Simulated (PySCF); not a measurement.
C3H6OSi, SMILES C1C[SiH2]C1=O. Atoms are numbered in the order given.

```xyz
11

O      1.9296     0.1296     0.8750
C      0.8268    -0.0011     0.4332
C     -0.2572    -1.0196     0.8321
C     -1.3995    -0.6398    -0.1449
Si    -0.3742     0.7740    -0.9155
H      0.1232    -2.0489     0.7143
H     -0.5139    -0.8982     1.8988
H     -2.3230    -0.3200     0.3586
H     -1.6629    -1.4454    -0.8453
H     -0.8573     2.1700    -0.6790
H      0.0147     0.6325    -2.3531
```
Charge 0, spin multiplicity 1.

Geometry: PBE0-D3(BJ)/def2-SVP. A frequency run showed that this geometry is not a minimum. The structure was generated by enumeration, and PubChem lists no compound with its InChIKey, so it may never have been made.

Calculation: PBE0-D3(BJ)/def2-SVP (PySCF).

Frequencies are harmonic and unscaled.

```tsv
mode	ν (cm⁻¹)	IR (km/mol)	moving atoms (share of kinetic energy)
1	51i	1.0	H 53 %, C 32 %, O 12 %
2	289	11.4	H 60 %, C 25 %, O 13 %
3	357	1.2	O 42 %, Si 32 %, C 14 %, H 12 %
4	414	3.7	H 74 %, C 17 %
5	523	6.9	C 45 %, Si 35 %, O 11 %, H 9 %
6	548	2.9	H 88 %, C 10 %
7	597	8.5	C 47 %, H 24 %, O 22 %
8	715	10.7	C 48 %, H 34 %, O 11 %
9	727	7.7	H 77 %, C 22 %
10	760	120.2	H 61 %, Si 22 %, C 17 %
11	862	21.8	H 50 %, C 43 %
12	931	97.9	H 94 %
13	979	3.4	C 63 %, H 37 %
14	997	85.1	C 81 %, H 16 %
15	1021	0.1	H 87 %, C 13 %
16	1136	3.0	H 59 %, C 40 %
17	1208	1.1	H 86 %, C 14 %
18	1231	3.7	H 60 %, C 39 %
19	1388	6.9	H 93 %
20	1426	14.4	H 90 %, C 10 %
21	1898	266.1	C 61 %, O 38 %
22	2214	94.8	H 97 %
23	2227	110.7	H 96 %
24	3061	7.5	H 95 %
25	3108	4.9	H 94 %
26	3123	1.3	H 90 %, C 10 %
27	3170	1.6	H 90 %, C 10 %
```
